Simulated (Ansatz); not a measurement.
Li₄Se₂⁺. Charge 1, multiplicity 4. Geometry PBE-D4/def2-SVP; atoms count from 1.

Cartesian coordinates in Å:
```
Li -1.699 -0.668 0.248
Li 0.592 -1.873 1.885
Li 0.062 1.120 1.460
Li 0.955 0.702 -2.352
Se -0.902 1.476 -0.891
Se 0.992 -0.757 -0.351
```

At PBE0-D4/def2-TZVP a doublet of charge 1 lies 3.16 eV below the quartet, each at its own geometry. The structure comes from a short search, and lower isomers may exist.

Problem. Estimate the Mulliken populations from the PBE0/def2-TZVP orbitals of Ansatz.

Solution. 
```csv
atom,charge (e),spin (α − β)
Li1,0.53,0.28
Li2,0.45,0.44
Li3,0.53,0.28
Li4,0.84,-0.02
Se5,-0.60,1.11
Se6,-0.75,0.90
```
Mulliken values and Mayer orders depend strongly on the basis.

Problem. Where does the spin sit?

Solution. Summed by element: Li 0.99, Se 2.01, of 3 unpaired in all. Largest on single atoms: Se5 1.11, Se6 0.90, Li2 0.44.
